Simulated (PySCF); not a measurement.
# BAs and its ions

PBE0; PySCF, no relativity, basis sets B def2-TZVPPD, As def2-TZVPPD. Neutral (UKS): triplet (σ ↑, π ↑), Re = 1.845 Å, ωe = 825 cm⁻¹, De = 3.14 eV, HOMO -6.68 eV, LUMO -4.42 eV.

BAs⁺ (UKS): quartet (σ ↑, π ↑↑), Re = 1.968 Å, ωe = 637 cm⁻¹, De = 2.93 eV to B⁺ + As. The energies at the minima are -2260.27282 hartree for BAs and -2259.94736 for BAs⁺.

(1) Work out the adiabatic ionisation energy, without and with harmonic zero-point energies (1 hartree = 27.2114 eV, 1 eV = 8065.5 cm⁻¹), and the change of the bond length.

BAs⁻ (UKS): doublet (σ ↑), Re = 1.795 Å, ωe = 897 cm⁻¹. The energies at the minima are -2260.27282 hartree for BAs and -2260.36310 for BAs⁻.

(2) Work out the adiabatic electron affinity, without and with harmonic zero-point energies (1 hartree = 27.2114 eV, 1 eV = 8065.5 cm⁻¹), and the change of the bond length.

Spin–orbit coupling is left out. For an ion De counts to the pair picked by the measured ionisation energies or electron affinities, which need not be the lowest pair at this level. States were picked by a PBE0 search and need not be the measured ground states.

Answers

(1) At PBE0: 0.32546 hartree = 8.856 eV between the minima; the zero-point term (637.0 − 825.0)/2 cm⁻¹ = -0.012 eV makes it 8.845 eV. Re changes by +12.3 pm against the neutral. The electron leaves a π orbital, and the longer bond of the ion fits a bonding orbital, or a change in how ionic the bond is.

(2) At PBE0: 0.09028 hartree = 2.457 eV between the minima; the zero-point term (825.0 − 897.0)/2 cm⁻¹ = -0.004 eV makes it 2.452 eV. Re changes by -5.0 pm against the neutral. The electron enters a π orbital, and the shorter bond of the ion fits a bonding orbital, or a change in how ionic the bond is.
